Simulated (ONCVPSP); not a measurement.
**Cutoff test, boron, ONCV**

B, optimised norm-conserving Vanderbilt (ONCV), made with ONCVPSP 4.0.1 (LDA (Perdew-Zunger), scalar-relativistic). Core [He], reference 2s1 2p2. Waves: 2s: rc 1.55 bohr, ncon 4, nbas 8, qcut 4.5 1/bohr, local; 2p: rc 3.25 bohr, ncon 4, nbas 8, qcut 4.9 1/bohr, 1 projector; d scattering state at 0.43 Ha: rc 3.50 bohr, ncon 4, nbas 8, qcut 3.2 1/bohr, 1 projector. Local part: the s channel. Core correction: Teter function, fcfact 2.75, rcfact 1.55.

**Question.** For each optimised wave give the share of its norm inside rc, the residual kinetic energy above qcut (Ha) and the cutoffs (Ha) for errors of 10, 1, 0.1 and 0.01 mHa per electron.

**Answer.**

| wave | norm inside rc | residual KE | 10 mHa | 1 mHa | 0.1 mHa | 0.01 mHa |
| --- | --- | --- | --- | --- | --- | --- |
| 2s | 0.366 | 6.8e-04 | 5.2 | 9.5 | 41.8 | 71.8 |
| 2p | 0.824 | 8.6e-09 | 4.6 | 6.5 | 8.1 | 9.2 |
| d projector 1 | 0.323 | 1.2e-05 | 1.8 | 3.1 | 4.1 | 5.8 |

The occupied waves need 9.5 Ha and 42 Ha for 1 and 0.1 mHa. Its largest configuration-test error is +536 meV.
